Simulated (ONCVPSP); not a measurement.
Transferability test, ONCV potential for B (Z = 5)

ONCVPSP 4.0.1 input, shortened (lines: element, Z, core and valence counts, functional; n l f; lmax; l rc ep ncon nbas qcut; lloc lpopt rc5 dvloc0; l nproj debl; icmod fcfact rcfact), LDA (Perdew-Wang 92), scalar-relativistic:

```
  B 5.00    1    1  -001012      upf
    1    0    2.00
    2    0    2.00
    2
    0    2.02    0.00    4    9    3.50
    1    2.16    0.06    4    7    4.50
    2    1.96    0.29    3    8    6.90
    4    2    1.82    0.00
    0    2    1.70
    1    2    2.60
    2    1    1.60
    0    0.00    0.00
```

In the p channel the program set the typed energies aside and used -0.494, 2.106 Ha.

Energies are relative to the spin-unpolarised reference configuration 2s2; without spin polarisation the order of configurations can differ from experiment.

| valence configuration | charge | ΔE all-electron (eV) | error AE − PS (meV) |
| --- | --- | --- | --- |
| 2s1 | +2 | 25.298 | -2.6 |
| 2s2 2p0.5 | +0.5 | -5.381 | +22 |
| 2s1 2p1 | +1 | 5.955 | +11 |

Q: What are ΔE and the potential's error for 2s2 2p1?

A: ΔE = -8.321 eV all-electron; the error (AE − PS) is +58 meV.
